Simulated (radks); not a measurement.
Question: These are the eigenvalues of the occupied orbitals of an atom or ion with whole-number occupations (eV). Calculated with a radial shooting solver on a logarithmic mesh with Libxc functionals: Dirac Kohn-Sham, OLYP, spin-unpolarised, spherical densities, finite nucleus; Fermi nuclear charge, rms radius of each element as measured or else 0.836 A^(1/3) + 0.57 fm.

| orbital | eigenvalue |
|---|---|
| 1s1/2 | -38781.10 |
| 2s1/2 | -6234.688 |
| 2p1/2 | -5884.796 |
| 2p3/2 | -5471.785 |
| 3s1/2 | -1386.821 |
| 3p1/2 | -1239.392 |
| 3p3/2 | -1158.653 |
| 3d3/2 | -900.8886 |
| 3d5/2 | -883.5639 |
| 4s1/2 | -327.9458 |
| 4p1/2 | -273.1143 |
| 4p3/2 | -255.3303 |
| 4d3/2 | -164.9386 |
| 4d5/2 | -161.7397 |
| 5s1/2 | -83.2063 |
| 5p1/2 | -66.4368 |
| 5p3/2 | -63.0886 |
| 5d3/2 | -38.6557 |

Which element is it, and in what charge state? The configuration may be excited. Open shells, if any, fill j = l - 1/2 first.

Answer: Z = 57, lanthanum, charge +4: La4+ in [Kr] 4d8 5s2 5p5 5d2. The list shows which subshells hold electrons but not how many an open one holds; the 1s level, -1425.2 hartree, gives Z - s = 53.4 by -(Z - s)^2/2, which with screening and relativity narrows Z to a few neighbours, and the depths of the outer levels then fix element, charge and occupations together.
